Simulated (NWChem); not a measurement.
Program: NWChem. System: OPb, charge 0, spin multiplicity 1, displaced from the optimised geometry. The structure started from a generated list of species.

Input file:

```
start mol
memory heap 200 mb stack 900 mb global 1100 mb
geometry units angstroms nocenter noautoz
  Pb     0.000000     0.000000     0.176225
  O      0.000000     0.000000    -1.806303
  symmetry group C2v
end
basis spherical
  * library def2-tzvp
end
ecp
  Pb library def2-ecp
end
dft
  xc pbe0
  semidirect memsize 60000000 filesize 0
  iterations 100
  convergence nodiis damp 40
end
task dft gradient
```

The output up to the point where the run's verdict is printed (cleaned and shortened):

```
             Northwest Computational Chemistry Package (NWChem) 7.3.0
             --------------------------------------------------------

                                NWChem Input Module
                                -------------------

 Scaling coordinates for geometry "geometry" by  1.889725989
 (inverse scale =  0.529177249)

 Turning off AUTOSYM since
 SYMMETRY directive was detected!

                             Geometry "geometry" -> ""
                             -------------------------

 Output coordinates in angstroms (scale by  1.889725989 to convert to a.u.)

  No.       Tag          Charge          X              Y              Z
 ---- ---------------- ---------- -------------- -------------- --------------
    1 Pb                  82.0000     0.00000000     0.00000000     0.17622500
    2 O                    8.0000     0.00000000     0.00000000    -1.80630300

 Effective nuclear repulsion energy (a.u.)     175.0998096086

            Nuclear Dipole moment (a.u.)
            ----------------------------
        X                 Y               Z
 ---------------- ---------------- ----------------
     0.0000000000     0.0000000000     0.0000491329

      Symmetry information
      --------------------

 Group name             C2v
 Group number             16
 Group order               4
 No. of unique centers     2

      Symmetry unique atoms

     1    2


 Summary of "ao basis" -> "" (spherical)
 ------------------------------------------------------------------------------
       Tag                 Description            Shells   Functions and Types
 ---------------- ------------------------------  ------  ---------------------
 *                         def2-tzvp                  on all atoms

                                 NWChem DFT Module
                                 -----------------

 Summary of "ao basis" -> "ao basis" (spherical)
 ------------------------------------------------------------------------------
       Tag                 Description            Shells   Functions and Types
 ---------------- ------------------------------  ------  ---------------------
[...]
 !! scf_movecs_sym_adapt:   38 vectors were symmetry contaminated

  Symmetry fudging

 !! scf_movecs_sym_adapt:   36 vectors were symmetry contaminated

 d= 0,ls=0.5         87    -83.7668774503  1.36D+02  4.77D-01               7.7
 Grid integrated density:      30.000039727801
 Requested integration accuracy:   0.10E-05

 !! scf_movecs_sym_adapt:   38 vectors were symmetry contaminated

  Symmetry fudging

 !! scf_movecs_sym_adapt:   36 vectors were symmetry contaminated

 d= 0,ls=0.5         88   -219.5869918829 -1.36D+02  4.77D-01               7.8

 !! scf_movecs_sym_adapt:   38 vectors were symmetry contaminated

  Symmetry fudging

 !! scf_movecs_sym_adapt:   38 vectors were symmetry contaminated

 d= 0,ls=0.5         89    -83.7668774503  1.36D+02  4.77D-01               7.9
 Grid integrated density:      30.000039727801
 Requested integration accuracy:   0.10E-05

 !! scf_movecs_sym_adapt:   38 vectors were symmetry contaminated

  Symmetry fudging

 !! scf_movecs_sym_adapt:   38 vectors were symmetry contaminated

 d= 0,ls=0.5         90   -219.5869918829 -1.36D+02  4.77D-01               7.9

 !! scf_movecs_sym_adapt:   38 vectors were symmetry contaminated

  Symmetry fudging

 !! scf_movecs_sym_adapt:   38 vectors were symmetry contaminated

 d= 0,ls=0.5         91    -83.7668774503  1.36D+02  4.77D-01               8.0
 Grid integrated density:      30.000039727801
 Requested integration accuracy:   0.10E-05

 !! scf_movecs_sym_adapt:   38 vectors were symmetry contaminated

  Symmetry fudging

 !! scf_movecs_sym_adapt:   38 vectors were symmetry contaminated

 d= 0,ls=0.5         92   -219.5869918829 -1.36D+02  4.77D-01               8.1

 !! scf_movecs_sym_adapt:   38 vectors were symmetry contaminated

  Symmetry fudging

 !! scf_movecs_sym_adapt:   36 vectors were symmetry contaminated

 d= 0,ls=0.5         93    -83.7668774503  1.36D+02  4.77D-01               8.1
 Grid integrated density:      30.000039727801
 Requested integration accuracy:   0.10E-05

 !! scf_movecs_sym_adapt:   38 vectors were symmetry contaminated

  Symmetry fudging

 !! scf_movecs_sym_adapt:   38 vectors were symmetry contaminated

 d= 0,ls=0.5         94   -219.5869918829 -1.36D+02  4.77D-01               8.2

 !! scf_movecs_sym_adapt:   38 vectors were symmetry contaminated

  Symmetry fudging

 !! scf_movecs_sym_adapt:   38 vectors were symmetry contaminated

 d= 0,ls=0.5         95    -83.7668774503  1.36D+02  4.77D-01               8.3
 Grid integrated density:      30.000039727801
 Requested integration accuracy:   0.10E-05

 !! scf_movecs_sym_adapt:   38 vectors were symmetry contaminated

  Symmetry fudging

 !! scf_movecs_sym_adapt:   38 vectors were symmetry contaminated

 d= 0,ls=0.5         96   -219.5869918829 -1.36D+02  4.77D-01               8.4

 !! scf_movecs_sym_adapt:   38 vectors were symmetry contaminated

  Symmetry fudging

 !! scf_movecs_sym_adapt:   38 vectors were symmetry contaminated

 d= 0,ls=0.5         97    -83.7668774503  1.36D+02  4.77D-01               8.4
 Grid integrated density:      30.000039727801
 Requested integration accuracy:   0.10E-05

 !! scf_movecs_sym_adapt:   38 vectors were symmetry contaminated

  Symmetry fudging

 !! scf_movecs_sym_adapt:   36 vectors were symmetry contaminated

 d= 0,ls=0.5         98   -219.5869918829 -1.36D+02  4.77D-01               8.5

 !! scf_movecs_sym_adapt:   38 vectors were symmetry contaminated

  Symmetry fudging

 !! scf_movecs_sym_adapt:   38 vectors were symmetry contaminated

 d= 0,ls=0.5         99    -83.7668774503  1.36D+02  4.77D-01               8.6
 Grid integrated density:      30.000039727801
 Requested integration accuracy:   0.10E-05

 !! scf_movecs_sym_adapt:   38 vectors were symmetry contaminated

  Symmetry fudging

 !! scf_movecs_sym_adapt:   38 vectors were symmetry contaminated

 d= 0,ls=0.5        100   -219.5869918829 -1.36D+02  4.77D-01               8.7
```

The run did not converge; its last values are not results. The next line reads: Calculation failed to converge. NWChem stopped with the message: dft gradient failed.
